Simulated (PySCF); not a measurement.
# How methods differ on the excitation energy of Be

Be [He] 2s2 (1S) → Be [He] 2s1 2p1 (3P), as a difference of total energies. Computed with PySCF 2.14 in dyall-av3z (15s9p4d2f, 76 functions), with the non-relativistic Hamiltonian (point nucleus). Correlated levels: valence: 1s2 frozen; virtual orbitals above 40 to 60 times the deepest correlated orbital energy dropped. The calculations carry no spin-orbit coupling.

| method | excitation energy (eV) |
| --- | --- |
| UHF | 1.615 |
| LDA | 2.400 |
| PBE | 2.302 |
| PBE0 | 2.283 |
| r2SCAN | 2.130 |
| CAM-B3LYP | 2.476 |
| LC-wPBE | 2.233 |
| MN15 | 2.942 |
| B2PLYP | 2.505 |
| MP2 (valence) | 2.333 |
| SCS-MP2 (valence) | 2.543 |

**Question.** How much does correlation contribute at MP2 (valence)?

**Answer.** 2.333 − (1.615) = 0.718 eV, measured against UHF.

Errors of the correlated levels include the incompleteness of this basis and the frozen core.

For comparison: 2.725 eV (measured; NIST levels, between the centres of gravity of the two terms).
